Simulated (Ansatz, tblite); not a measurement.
Removing and adding an electron: `O=P(O)(O)C12CC3CC(CC(C3)C1)C2`. The state is a singlet with charge 0. Geometry: PBE-D4/def2-SVP. Ansatz, gas phase; energy differences of separate SCF runs; the oxidised species was run as a doublet alone; the reduced species was run as a doublet alone.

```csv
atom,x (Å),y (Å),z (Å)
O1,-2.0554,-1.9070,2.3256
P2,-0.6221,-1.8095,1.8771
O3,-0.0328,-3.2117,1.2371
O4,0.4289,-1.4424,3.0950
C5,-0.1949,-0.5778,0.5987
C6,1.3131,-0.6050,0.2507
C7,1.6018,0.4559,-0.8310
C8,1.2207,1.8518,-0.2998
C9,-0.2814,1.8811,0.0452
C10,-1.1073,1.5675,-1.2177
C11,-0.7265,0.1721,-1.7498
C12,0.7758,0.1432,-2.0943
C13,-1.0255,-0.8882,-0.6726
C14,-0.5788,0.8271,1.1290
H15,-0.6682,-3.9250,1.4454
H16,-0.0461,-1.5526,3.9425
H17,1.5965,-1.6153,-0.1111
H18,1.9124,-0.4025,1.1627
H19,2.6850,0.4324,-1.0772
H20,1.4526,2.6268,-1.0622
H21,1.8240,2.0949,0.6017
H22,-0.5573,2.8848,0.4334
H23,-0.9204,2.3376,-1.9972
H24,-2.1929,1.6027,-0.9820
H25,-1.3237,-0.0583,-2.6578
H26,0.9994,0.8863,-2.8902
H27,1.0559,-0.8546,-2.4962
H28,-2.1064,-0.8949,-0.4174
H29,-0.7696,-1.9029,-1.0436
H30,-1.6549,0.8389,1.4037
H31,-0.0021,1.0447,2.0525
```

The xTB rows come from tblite. HOMO above LUMO, or a gap near zero within one spin, warns that the state may not be the lowest or that an electron is smeared out.

Task: Estimate orbital energies and vertical ionisation energies and electron affinities at: GFN1-xTB; GFN2-xTB; PBE-D4/def2-SVP; PBE0-D4/def2-SVP.

Result: 
```json
{"level": "GFN1-xTB", "−HOMO (eV)": "12.06", "vertical IE (eV)": "14.32", "−LUMO (eV)": "4.66", "vertical EA (eV)": "1.95", "HOMO–LUMO gap (eV)": "7.40", "IE − EA (eV)": "12.37", "remarks": "–"}
{"level": "GFN2-xTB", "−HOMO (eV)": "10.88", "vertical IE (eV)": "13.07", "−LUMO (eV)": "2.05", "vertical EA (eV)": "-0.64", "HOMO–LUMO gap (eV)": "8.83", "IE − EA (eV)": "13.71", "remarks": "–"}
{"level": "PBE-D4/def2-SVP", "−HOMO (eV)": "6.23", "vertical IE (eV)": "8.72", "−LUMO (eV)": "-0.06", "vertical EA (eV)": "-1.73", "HOMO–LUMO gap (eV)": "6.29", "IE − EA (eV)": "10.45", "remarks": "HOMO above zero (-1 doublet), gap within one spin near zero (+1 doublet)"}
{"level": "PBE0-D4/def2-SVP", "−HOMO (eV)": "7.67", "vertical IE (eV)": "9.33", "−LUMO (eV)": "-0.98", "vertical EA (eV)": "-2.16", "HOMO–LUMO gap (eV)": "8.65", "IE − EA (eV)": "11.48", "remarks": "HOMO above zero (-1 doublet)"}
```

   A HOMO above zero means that the electron is unbound at that level or that self-interaction error raises the level; the energy of removing that electron tells which. Raw xTB energy differences between charge states are shifted by several eV; the methods need an empirical correction for them. Sets without diffuse functions give affinities that are too small. A negative affinity means that the extra electron isn't bound; its size then hangs on the basis.
